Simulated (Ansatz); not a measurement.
`[F][Sn]([F])([F])[GeH3]` + `CO[SiH2]C` → `C[SiH2][O][GeH3]` + `[CH3][Sn]([F])([F])[F]` at 298.15 K and 1 bar (redistribution).

Isolated molecules relaxed with PBE0-D4/def2-TZVP in Ansatz; ΔE leaves out vibrations. CCSD(T)/CBS is the MP2 limit (def2-TZVPP, def2-QZVPP) plus CCSD(T) − MP2 in def2-TZVPP, frozen cores. Elements past krypton have def2 core potentials. For Ge, Sn outer-core shells are correlated without core-valence functions, which leaves a few kJ/mol of doubt a bond. Scalar relativity is left out up to krypton. One conformer a species, not always the lowest.

```json
{"species": "`[F][Sn]([F])([F])[GeH3]`", "CCSD(T)/CBS energy (Eh)": "-2591.43115", "H − E (kJ/mol)": "102.5", "S (J/(mol·K))": "397.3"}
{"species": "`CO[SiH2]C`", "CCSD(T)/CBS energy (Eh)": "-445.20896", "H − E (kJ/mol)": "272.6", "S (J/(mol·K))": "336.3"}
{"species": "`C[SiH2][O][GeH3]`", "CCSD(T)/CBS energy (Eh)": "-2483.29571", "H − E (kJ/mol)": "237.6", "S (J/(mol·K))": "381.1"}
{"species": "`[CH3][Sn]([F])([F])[F]`", "CCSD(T)/CBS energy (Eh)": "-553.37465", "H − E (kJ/mol)": "133.4", "S (J/(mol·K))": "367.5"}
```

H − E and S are ideal-gas, rigid-rotor, harmonic terms from PBE0-D4/def2-TZVP, for one conformer and one mirror image of each species. 1 Eh = 2625.50 kJ/mol, R = 8.31446 J/(mol·K).

Question: By hand: ΔE, ΔH, ΔS and ΔG.

Answer: ΔE = (-2483.29571) + (-553.37465) − (-2591.43115) − (-445.20896) = -0.03025 Eh = -79.4 kJ/mol. Δ(H − E) = 237.6 + 133.4 − 102.5 − 272.6 = -4.1, so ΔH = -83.5 kJ/mol. ΔS = 381.1 + 367.5 − 397.3 − 336.3 = 15.0 J/(mol·K). ΔG = -83.5 − 298.15 × (15.0)/1000 = -88.0 kJ/mol.

Question: By hand: the equilibrium constant, and the temperature at which ΔG would vanish if ΔH and ΔS stayed fixed.

Answer: log₁₀ K = −ΔG/(RT ln 10) = 15.4. ΔH and −TΔS have one sign here, so there is no such temperature.

ΔH outweighs TΔS. A doubt of 5 kJ/mol in ΔE shifts log₁₀ K by 0.9 here. Other conformers and mirror images would add mixing entropy, several J/(mol·K) or more a flexible species. Modes under 60 cm⁻¹, often nearly free rotors, make the harmonic entropy too high. These are equilibria of isolated gas molecules and say nothing of rates. Largest T1 diagnostic: 0.014 (customary marks: 0.02 for closed shells, 0.045 for open ones).
